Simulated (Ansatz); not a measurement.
`CC(C)[Si]Cl` + H₂ → `[SiH]Cl` + `CCC` at 600 K and 1 bar (hydrogenolysis of the Si–C bond).

Isolated molecules relaxed with PBE0-D4/def2-TZVP in Ansatz; ΔE leaves out vibrations. CCSD(T)/CBS adds triple-zeta CCSD(T) − MP2 to the extrapolated MP2 energy (def2 sets, frozen cores). This one scheme is used for every species. One conformer a species, not always the lowest.

```csv
species,CCSD(T)/CBS energy (Eh),H − E (kJ/mol),S (J/(mol·K))
`CC(C)[Si]Cl`,-867.23764,311.7,453.7
H₂,-1.17544,43.9,150.8
`[SiH]Cl`,-749.43948,44.3,282.6
`CCC`,-118.98051,315.9,335.6
```

H − E and S are ideal-gas, rigid-rotor, harmonic terms from PBE0-D4/def2-TZVP, for one conformer and one mirror image of each species. The MP2-based limit puts H₂ 0.8 mEh under its directly extrapolated value; such offsets cancel only in part. 1 Eh = 2625.50 kJ/mol, R = 8.31446 J/(mol·K).

Task: By hand: ΔE, ΔH, ΔS and ΔG.

Result: ΔE = (-749.43948) + (-118.98051) − (-867.23764) − (-1.17544) = -0.00691 Eh = -18.1 kJ/mol. Δ(H − E) = 44.3 + 315.9 − 311.7 − 43.9 = 4.6, so ΔH = -13.5 kJ/mol. ΔS = 282.6 + 335.6 − 453.7 − 150.8 = 13.7 J/(mol·K). ΔG = -13.5 − 600 × (13.7)/1000 = -21.7 kJ/mol.

Task: By hand: the equilibrium constant, and the temperature at which ΔG would vanish if ΔH and ΔS stayed fixed.

Result: log₁₀ K = −ΔG/(RT ln 10) = 1.9. ΔH and −TΔS have one sign here, so there is no such temperature.

TΔS isn't small against ΔH here. A doubt of 5 kJ/mol in ΔE shifts log₁₀ K by 0.4 here. Other conformers and mirror images would add mixing entropy, several J/(mol·K) or more a flexible species. Modes under 60 cm⁻¹, often nearly free rotors, make the harmonic entropy too high. These are equilibria of isolated gas molecules and say nothing of rates. Largest T1 diagnostic: 0.013 (customary marks: 0.02 for closed shells, 0.045 for open ones).
